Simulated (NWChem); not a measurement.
System: C$_{2}$H$_{3}$ClFNSi; SMILES C#C[Si@@](N)(F)Cl

Parts of the log:

```
             Northwest Computational Chemistry Package (NWChem) 7.3.0
             --------------------------------------------------------

 C1  symmetry detected

                             Geometry "geometry" -> ""
                             -------------------------

 Output coordinates in angstroms (scale by  1.889725989 to convert to a.u.)

  No.       Tag          Charge          X              Y              Z
 ---- ---------------- ---------- -------------- -------------- --------------
    1 C                    6.0000     1.04404850     2.68147431     0.03692788
    2 C                    6.0000     0.48901570     1.60287110     0.01305898
    3 Si                  14.0000    -0.34271970    -0.00475625    -0.01980829
    4 N                    7.0000    -1.35738779    -0.16274447     1.33405381
    5 F                    9.0000    -1.09254321    -0.11725843    -1.44081725
    6 Cl                  17.0000     1.00290926    -1.56602867     0.01647794
    7 H                    1.0000     1.53727921     3.62871384     0.05635911
    8 H                    1.0000    -1.71821634    -1.06135662     1.62796900
    9 H                    1.0000    -1.93422629     0.61018239     1.64192034

 Effective nuclear repulsion energy (a.u.)     343.8913429264

                                 NWChem DFT Module
                                 -----------------

 Summary of "ao basis" -> "ao basis" (spherical)
 ------------------------------------------------------------------------------
       Tag                 Description            Shells   Functions and Types
 ---------------- ------------------------------  ------  ---------------------
 C                          def2-svp                 6       14   3s2p1d
 Si                         def2-svp                 8       18   4s3p1d
 N                          def2-svp                 6       14   3s2p1d
 F                          def2-svp                 6       14   3s2p1d
 Cl                         def2-svp                 8       18   4s3p1d
 H                          def2-svp                 3        5   2s1p

            General Information
            -------------------
          SCF calculation type: DFT
          Wavefunction type:  closed shell.
          No. of atoms     :     9
          No. of electrons :    62
           Alpha electrons :    31
            Beta electrons :    31
          Charge           :     0
          Spin multiplicity:     1
          Use of symmetry is: off; symmetry adaption is: off
          Maximum number of iterations: 150
          AO basis - number of functions:   107
                     number of shells:    49
          Convergence on energy requested:  1.00D-06
          Convergence on density requested:  1.00D-05
          Convergence on gradient requested:  5.00D-04

              XC Information
              --------------
                         B3LYP Method XC Potential
                     Hartree-Fock (Exact) Exchange  0.200
                        Slater Exchange Functional  0.800 local
                    Becke 1988 Exchange Functional  0.720 non-local
              Lee-Yang-Parr Correlation Functional  0.810
                  VWN I RPA Correlation Functional  0.190 local

             Grid Information
             ----------------
          Grid used for XC integration:  coarse
          Radial quadrature: Mura-Knowles
          Angular quadrature: Lebedev.
          Tag              B.-S. Rad. Rad. Pts. Rad. Cut. Ang. Pts.
          ---              ---------- --------- --------- ---------
          C                   0.70       35          12.0       302
          Si                  1.10       70          10.0       302
          N                   0.65       35          12.0       302
          F                   0.50       35          12.0       302
          Cl                  1.00       70          12.0       302
          H                   0.35       35          13.0       302
          Grid pruning is: on
          Number of quadrature shells:   385
          Spatial weights used:  Erf1

      Superposition of Atomic Density Guess
      -------------------------------------

 Sum of atomic energies:        -978.34621458

      Non-variational initial energy
      ------------------------------

 Total energy =    -980.578165
 1-e energy   =   -2034.981498
 2-e energy   =     710.511990
 HOMO         =      -0.359373
 LUMO         =       0.008856

     ---------------------------------------------
      Total Density - Mulliken Population Analysis
     ---------------------------------------------

    Atom       Charge   Shell Charges
 -----------   ------   -------------------------------------------------------
    1 C    6     6.14   1.99  0.98  0.58  1.85  0.71  0.03
    2 C    6     6.24   1.99  1.01  0.31  1.98  0.92  0.03
    3 Si  14    12.54   2.00  1.99  0.82  0.06  5.93  0.86  0.53  0.35
    4 N    7     7.74   1.99  1.02  0.44  2.60  1.69  0.00
    5 F    9     9.56   1.99  1.15  0.78  3.52  2.13  0.00
    6 Cl  17    17.40   2.00  1.99  1.22  0.72  5.94  2.15  3.36  0.01
    7 H    1     0.88   0.63  0.22  0.03
    8 H    1     0.75   0.58  0.12  0.04
    9 H    1     0.74   0.58  0.12  0.04

   convergence    iter        energy       DeltaE   RMS-Dens  Diis-err
 ---------------- ----- ----------------- --------- --------- ---------
 d= 0,ls=0.0,diis     1   -981.9174103155 -1.33D+03  1.33D-02  8.42D-01
 d= 0,ls=0.0,diis     2   -981.9178586929 -4.48D-04  6.73D-03  9.90D-01
 d= 0,ls=0.0,diis     3   -982.0064024620 -8.85D-02  1.48D-03  5.69D-02
 d= 0,ls=0.0,diis     4   -982.0103622221 -3.96D-03  6.31D-04  5.88D-03
 d= 0,ls=0.0,diis     5   -982.0109704116 -6.08D-04  1.80D-04  6.27D-04
  Resetting Diis
 d= 0,ls=0.0,diis     6   -982.0110249610 -5.45D-05  7.87D-05  1.93D-04
 d= 0,ls=0.0,diis     7   -982.0110486390 -2.37D-05  4.41D-05  8.19D-06
 d= 0,ls=0.0,diis     8   -982.0110450320  3.61D-06  3.15D-05  3.66D-05
 d= 0,ls=0.0,diis     9   -982.0110495343 -4.50D-06  4.98D-06  8.71D-07
 d= 0,ls=0.0,diis    10   -982.0110496373 -1.03D-07  9.11D-07  1.78D-08

         Total DFT energy =     -982.011049637280
      One electron energy =    -2039.088040137280
           Coulomb energy =      791.790563017480
    Exchange-Corr. energy =      -78.604915443880
 Nuclear repulsion energy =      343.891342926400

 Numeric. integr. density =       61.999971836507

                       DFT Final Molecular Orbital Analysis
                       ------------------------------------

 Vector   29  Occ=2.000000D+00  E=-3.083229D-01
              MO Center=  6.7D-01,  1.6D+00,  5.8D-02, r^2= 3.2D+00
   Bfn.  Coefficient  Atom+Function         Bfn.  Coefficient  Atom+Function
  ----- ------------  ---------------      ----- ------------  ---------------
     6      0.376203  1 C  pz                20      0.377969  2 C  pz
    87     -0.228422  6 Cl pz                23      0.219302  2 C  pz
     9      0.214713  1 C  pz                84     -0.168724  6 Cl pz
    81     -0.097800  6 Cl pz                52     -0.095512  4 N  pz
     4     -0.083931  1 C  px                18     -0.075656  2 C  px

 Vector   30  Occ=2.000000D+00  E=-3.039924D-01
              MO Center=  7.9D-01,  1.4D+00,  1.7D-02, r^2= 3.6D+00
   Bfn.  Coefficient  Atom+Function         Bfn.  Coefficient  Atom+Function
  ----- ------------  ---------------      ----- ------------  ---------------
     4      0.339686  1 C  px                18      0.320444  2 C  px
    86     -0.240197  6 Cl py                 7      0.195856  1 C  px
    19     -0.191596  2 C  py                83     -0.178149  6 Cl py
     5     -0.169050  1 C  py                21      0.168791  2 C  px
    85     -0.161466  6 Cl px                82     -0.119756  6 Cl px

 Vector   31  Occ=2.000000D+00  E=-2.831820D-01
              MO Center= -9.3D-01,  7.1D-03,  1.0D+00, r^2= 2.7D+00
   Bfn.  Coefficient  Atom+Function         Bfn.  Coefficient  Atom+Function
  ----- ------------  ---------------      ----- ------------  ---------------
    50      0.375744  4 N  px                52      0.361003  4 N  pz
    55     -0.304318  4 N  pz                53     -0.299152  4 N  px
    87      0.169476  6 Cl pz                 6      0.150047  1 C  pz
    20      0.126597  2 C  pz                84      0.123110  6 Cl pz
    66      0.109675  5 F  pz                 9      0.094184  1 C  pz

 Vector   32  Occ=0.000000D+00  E=-1.905164D-02
              MO Center=  4.5D-01,  1.6D+00,  5.6D-02, r^2= 3.7D+00
   Bfn.  Coefficient  Atom+Function         Bfn.  Coefficient  Atom+Function
  ----- ------------  ---------------      ----- ------------  ---------------
     7      0.509033  1 C  px                21     -0.390944  2 C  px
     4      0.351396  1 C  px                39     -0.287258  3 Si px
    18     -0.257199  2 C  px                49     -0.251450  4 N  s
    22      0.246971  2 C  py                 8     -0.228826  1 C  py
    86      0.225011  6 Cl py                40      0.190478  3 Si py

 Vector   33  Occ=0.000000D+00  E=-8.033980D-03
              MO Center=  5.4D-01,  1.7D+00,  4.9D-02, r^2= 3.3D+00
   Bfn.  Coefficient  Atom+Function         Bfn.  Coefficient  Atom+Function
  ----- ------------  ---------------      ----- ------------  ---------------
     9      0.581296  1 C  pz                23     -0.497153  2 C  pz
     6      0.400625  1 C  pz                20     -0.322565  2 C  pz
    41     -0.310773  3 Si pz                49      0.259686  4 N  s
    38     -0.156191  3 Si pz                63     -0.147417  5 F  s
    99     -0.126252  8 H  s                 87      0.106254  6 Cl pz

 Vector   34  Occ=0.000000D+00  E= 4.049739D-02
              MO Center= -1.4D+00, -2.5D-01,  1.1D+00, r^2= 5.0D+00
   Bfn.  Coefficient  Atom+Function         Bfn.  Coefficient  Atom+Function
  ----- ------------  ---------------      ----- ------------  ---------------
    49      1.257007  4 N  s                104     -0.893552  9 H  s
    32     -0.739763  3 Si s                 99     -0.655170  8 H  s
    85     -0.272024  6 Cl px                48      0.232307  4 N  s
    78      0.231355  6 Cl s                 31     -0.223934  3 Si s
    40      0.222634  3 Si py                53     -0.208246  4 N  px

     ---------------------------------------------
      Total Density - Mulliken Population Analysis
     ---------------------------------------------

    Atom       Charge   Shell Charges
 -----------   ------   -------------------------------------------------------
    1 C    6     6.19   1.99  0.92  0.61  2.00  0.66  0.02
    2 C    6     5.97   1.99  0.93  0.30  2.04  0.69  0.02
    3 Si  14    13.23   2.00  1.98  0.98 -0.04  5.93  1.20  0.66  0.52
    4 N    7     7.34   1.99  0.97  0.41  2.50  1.47  0.01
    5 F    9     9.31   1.99  1.13  0.79  3.36  2.04  0.01
    6 Cl  17    17.25   2.00  1.98  1.27  0.68  5.93  2.17  3.19  0.02
    7 H    1     0.98   0.74  0.21  0.03
    8 H    1     0.86   0.70  0.11  0.05
    9 H    1     0.86   0.71  0.11  0.05

     -------------------------------------------
      Total Density - Lowdin Population Analysis
     -------------------------------------------

    Atom       Charge   Shell Charges
 -----------   ------   -------------------------------------------------------
    1 C    6     6.00   1.97  0.64  0.35  1.80  1.20  0.05
    2 C    6     6.20   1.97  0.67  0.37  1.86  1.29  0.05
    3 Si  14    13.54   2.00  1.92  0.59  0.26  5.81  1.21  0.93  0.82
    4 N    7     7.20   1.97  0.70  0.43  2.28  1.80  0.02
    5 F    9     9.19   1.98  1.02  0.76  3.22  2.21  0.01
    6 Cl  17    17.05   2.00  1.96  1.05  0.79  5.82  2.28  3.14  0.02
    7 H    1     0.96   0.61  0.27  0.08
    8 H    1     0.92   0.59  0.21  0.13
    9 H    1     0.92   0.59  0.21  0.13

     Multipole analysis of the density
     ---------------------------------

     L   x y z        total         alpha         beta         nuclear
     -   - - -        -----         -----         ----         -------
     0   0 0 0     -0.000000    -31.000000    -31.000000     62.000000

     1   1 0 0     -0.435024     -0.217512     -0.217512     -0.000000
     1   0 1 0      0.603020      0.301510      0.301510      0.000000
     1   0 0 1      0.750348      0.375174      0.375174      0.000000

     2   2 0 0    -32.547967   -122.362428   -122.362428    212.176889
     2   1 1 0      2.969634     -5.201088     -5.201088     13.371809
     2   1 0 1     -3.627670      4.880458      4.880458    -13.388586
     2   0 2 0    -29.909220   -220.691495   -220.691495    411.473769
     2   0 1 1     -0.360012      0.245590      0.245590     -0.851191
     2   0 0 2    -36.368144    -83.374141    -83.374141    130.380137

            General Information
            -------------------
          SCF calculation type: DFT
          Wavefunction type:  closed shell.
          No. of atoms     :     9
          No. of electrons :    62
           Alpha electrons :    31
            Beta electrons :    31
          Charge           :     0
          Spin multiplicity:     1
          Use of symmetry is: off; symmetry adaption is: off
          Maximum number of iterations: 150
          AO basis - number of functions:   107
                     number of shells:    49
          Convergence on energy requested:  1.00D-06
          Convergence on density requested:  1.00D-05
          Convergence on gradient requested:  5.00D-04

              XC Information
              --------------
                         B3LYP Method XC Potential
                     Hartree-Fock (Exact) Exchange  0.200
                        Slater Exchange Functional  0.800 local
                    Becke 1988 Exchange Functional  0.720 non-local
              Lee-Yang-Parr Correlation Functional  0.810
                  VWN I RPA Correlation Functional  0.190 local

             Grid Information
             ----------------
          Grid used for XC integration:  coarse
          Radial quadrature: Mura-Knowles
          Angular quadrature: Lebedev.
          Tag              B.-S. Rad. Rad. Pts. Rad. Cut. Ang. Pts.
          ---              ---------- --------- --------- ---------
          C                   0.70       35          12.0       302
          Si                  1.10       70          10.0       302
          N                   0.65       35          12.0       302
          F                   0.50       35          12.0       302
          Cl                  1.00       70          12.0       302
          H                   0.35       35          13.0       302
          Grid pruning is: on
          Number of quadrature shells:   385
          Spatial weights used:  Erf1

[...]

                         DFT ENERGY GRADIENTS

    atom               coordinates                        gradient
                 x          y          z           x          y          z
   1 C       1.972966   5.067252   0.069784   -0.000499  -0.000820   0.000087
   2 C       0.924106   3.028987   0.024678    0.001284   0.001498   0.000308
   3 Si     -0.647646  -0.008988  -0.037432   -0.003153   0.004120  -0.009238
   4 N      -2.565091  -0.307542   2.520996   -0.001103  -0.001257   0.002664
   5 F      -2.064607  -0.221586  -2.722750    0.004460   0.000540   0.007742
   6 Cl      1.895224  -2.959365   0.031139   -0.000616   0.000551   0.000705
   7 H       2.905036   6.857275   0.106503   -0.002619  -0.005076  -0.000159
   8 H      -3.246958  -2.005673   3.076415    0.000778   0.002235  -0.000887
   9 H      -3.655158   1.153078   3.102780    0.001468  -0.001791  -0.001221
```

Level: B3LYP/def2-SVP. All runs use the structure optimised with B3LYP/6-31G* (spherical d). B3LYP is NWChem's, with the RPA form of VWN correlation.

Task: Write an input that gives this output.

Result: One answer among several that fit: the input that was run:
```
start job
memory heap 200 mb stack 900 mb global 1100 mb
geometry units angstroms noautoz
  C      0.817133     2.763821     0.045519
  C      0.371078     1.635608     0.031867
  Si    -0.298250    -0.046360     0.014163
  N     -1.313918    -0.282608     1.355826
  F     -1.010720    -0.253877    -1.415341
  Cl     1.193351    -1.466936     0.095991
  H      1.214654     3.755175     0.056061
  H     -1.589448    -1.207742     1.659631
  H     -1.968646     0.434454     1.642346
end
basis spherical
  C library def2-svp
  Si library def2-svp
  N library def2-svp
  F library def2-svp
  Cl library def2-svp
  H library def2-svp
end
dft
  xc b3lyp
  grid coarse
  iterations 150
  mulliken
end
task dft gradient
```
